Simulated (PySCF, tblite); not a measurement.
Scan of Cl₂Mg, singlet: symmetric bend, bond length relaxed. Scanned: Cl-Mg-Cl angle. Other coordinates (Mg-Cl bond length) were minimised at B3LYP/def2-TZVP.

- GFN2-xTB, 300 K electronic temperature (tblite)
- CCSD(T) on RHF/cc-pVTZ, 11 core orbitals frozen (PySCF)

Energies relative to the lowest point of each profile, in kJ/mol; the last columns give the difference from CCSD(T):

```json
[
 {"a / °": "180", "GFN2-xTB": "0.6", "CCSD(T)": "0.0", "GFN2-xTB − CCSD(T)": "0.6"},
 {"a / °": "170", "GFN2-xTB": "0.5", "CCSD(T)": "1.7", "GFN2-xTB − CCSD(T)": "-1.2"},
 {"a / °": "160", "GFN2-xTB": "0.2", "CCSD(T)": "6.7", "GFN2-xTB − CCSD(T)": "-6.5"},
 {"a / °": "150", "GFN2-xTB": "0.0", "CCSD(T)": "14.9", "GFN2-xTB − CCSD(T)": "-14.9"},
 {"a / °": "140", "GFN2-xTB": "0.0", "CCSD(T)": "26.1", "GFN2-xTB − CCSD(T)": "-26.1"},
 {"a / °": "130", "GFN2-xTB": "0.6", "CCSD(T)": "40.5", "GFN2-xTB − CCSD(T)": "-39.9"},
 {"a / °": "120", "GFN2-xTB": "2.6", "CCSD(T)": "58.8", "GFN2-xTB − CCSD(T)": "-56.2"},
 {"a / °": "110", "GFN2-xTB": "6.9", "CCSD(T)": "82.2", "GFN2-xTB − CCSD(T)": "-75.3"},
 {"a / °": "100", "GFN2-xTB": "15.3", "CCSD(T)": "112.9", "GFN2-xTB − CCSD(T)": "-97.5"},
 {"a / °": "90", "GFN2-xTB": "31.3", "CCSD(T)": "155.2", "GFN2-xTB − CCSD(T)": "-123.9"},
 {"a / °": "80", "GFN2-xTB": "62.0", "CCSD(T)": "217.7", "GFN2-xTB − CCSD(T)": "-155.7"}
]
```

GFN2-xTB is furthest from CCSD(T) at 80 (-155.7 kJ/mol, below); its mean absolute difference over the points is 54.3 kJ/mol.
